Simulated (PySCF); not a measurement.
## Magnetic susceptibility: `C[C@H](/C=C\C#N)CN`, C6H10N2

Geometry:
| atom | x (Å) | y (Å) | z (Å) |
| --- | --- | --- | --- |
| C1 | -0.914 | 1.876 | 0.337 |
| C2 | -0.284 | 0.488 | 0.262 |
| C3 | 0.941 | 0.501 | -0.585 |
| C4 | 2.025 | -0.247 | -0.356 |
| C5 | 2.144 | -1.089 | 0.766 |
| N6 | 2.242 | -1.783 | 1.675 |
| C7 | -1.298 | -0.529 | -0.341 |
| N8 | -0.899 | -1.913 | -0.292 |
| H9 | -1.798 | 1.856 | 0.970 |
| H10 | -1.208 | 2.217 | -0.653 |
| H11 | -0.208 | 2.592 | 0.755 |
| H12 | -0.031 | 0.142 | 1.272 |
| H13 | 0.902 | 1.122 | -1.470 |
| H14 | 2.878 | -0.243 | -1.022 |
| H15 | -1.489 | -0.269 | -1.386 |
| H16 | -2.238 | -0.437 | 0.209 |
| H17 | -0.045 | -2.070 | -0.817 |
| H18 | -0.730 | -2.208 | 0.664 |

Computed, not measured: GIAO HF/pcSseg-1 magnetisability, rotational g tensor and spin-rotation constants, non-relativistic, gas phase in PySCF. Geometry: GFN2-xTB.

**Question.** What are the magnetisability and the molar susceptibility?

**Answer.** Isotropic -1306 × 10⁻³⁰ J/T², or -78.7 × 10⁻⁶ cm³/mol; principal values -1396, -1327, -1197 × 10⁻³⁰ J/T², anisotropy 175 × 10⁻³⁰ J/T² (root of half the summed squared differences of the principal values). The susceptibility is in cgs units.

**Question.** Split it along the inertial axes a, b, c into diamagnetic and paramagnetic parts about the centre of mass, with the quadrupole moment.

**Answer.** 
| axis | χ (10⁻⁶ cm³/mol) | diamagnetic (10⁻⁶ cm³/mol) | paramagnetic (10⁻⁶ cm³/mol) | summed x² of all electrons (Å²) | quadrupole Θ (D Å) |
| --- | --- | --- | --- | --- | --- |
| a | -78.4 | -556.4 | 478.0 | 169.9 | -5.24 |
| b | -81.1 | -894.9 | 813.8 | 90.1 | -2.65 |
| c | -76.4 | -1103.2 | 1026.8 | 41.0 | +7.88 |

Anisotropies 2χaa − χbb − χcc = +0.7 and 2χbb − χaa − χcc = -7.4 × 10⁻⁶ cm³/mol. Θ is traceless in Buckingham's convention.

**Question.** And the rotational g tensor?

**Answer.** 
```tsv
axis	rotational constant (GHz)	g	nuclear part	electronic part
a	2.7376	-0.0172	0.5975	-0.6147
b	1.5137	-0.0087	0.5700	-0.5787
c	1.2019	-0.0130	0.5667	-0.5798
```
Asymmetric top; isotopes 12C, 1H, 14N; no vibrational averaging.
